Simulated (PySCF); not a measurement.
# Exercise with solution: chemical shift, span and skew from a shielding tensor

C₃H₁₀Si₃, SMILES C[SiH2][SiH2]C#C[SiH3]. Atoms are numbered in the order given.

```xyz
16

C     -2.1984    -1.6611    -0.5050
Si    -2.4329    -0.1456     0.5865
Si    -0.9211     1.5266    -0.0708
C      0.7404     0.7376    -0.1127
C      1.8101     0.1397    -0.1259
Si     3.4173    -0.7425    -0.1469
H     -2.4276    -1.4246    -1.5551
H     -2.8553    -2.4838    -0.1843
H     -1.1547    -2.0064    -0.4510
H     -3.8313     0.3823     0.4888
H     -2.1627    -0.4757     2.0214
H     -1.2364     2.0386    -1.4403
H     -0.8915     2.6828     0.8753
H      4.0695    -0.6188     1.1888
H      4.3020    -0.1483    -1.1905
H      3.1884    -2.1844    -0.4546
```
Charge 0, spin multiplicity 1.

Geometry: PBE0-D3(BJ)/def2-SVP. The structure was generated by enumeration, and PubChem lists no compound with its InChIKey, so it may never have been made. The values are those of a single conformer.

GIAO shieldings from PySCF with PBE/pcSseg-1, non-relativistic, no solvent. The symmetric part of the tensor of C4 has the principal values -31.6, -27.8, 257.2 ppm. The same nucleus in TMS has σ = 182.0 ppm at this level (PySCF, at its B3LYP-D3(BJ)/def2-TZVP geometry).

Task: Work out the isotropic shielding, the ¹³C shift against TMS, the span and the skew.

Result: 
σ(iso) = (σ11 + σ22 + σ33)/3 = 65.9 ppm. δ = σ(ref) − σ(iso) = 182.0 − (65.9) = 116.1 ppm.
Span Ω = σ33 − σ11 = 288.8 ppm. Skew κ = 3(σ(iso) − σ22)/Ω = 0.97, an axial tensor. Tumbling in solution averages the tensor to δ; in a static solid the shielding alone would spread this spin-1/2 line over Ω.
